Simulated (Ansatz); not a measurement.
A single Se atom.

UHF on triplet Se was run in several spherical basis sets with Ansatz (development build ahead of 0.2.0).

**Question.** Rank the basis sets by the total energy that they give, lowest first, with the distance from the lowest.
A. def2-TZVPP
B. pcseg-2
C. def2-SVP

**Answer.** B (0.00 eV), A (0.47 eV), C (8.57 eV).

Totals follow the description of the cores as much as that of the bonds, so this order isn't one of quality for chemistry.
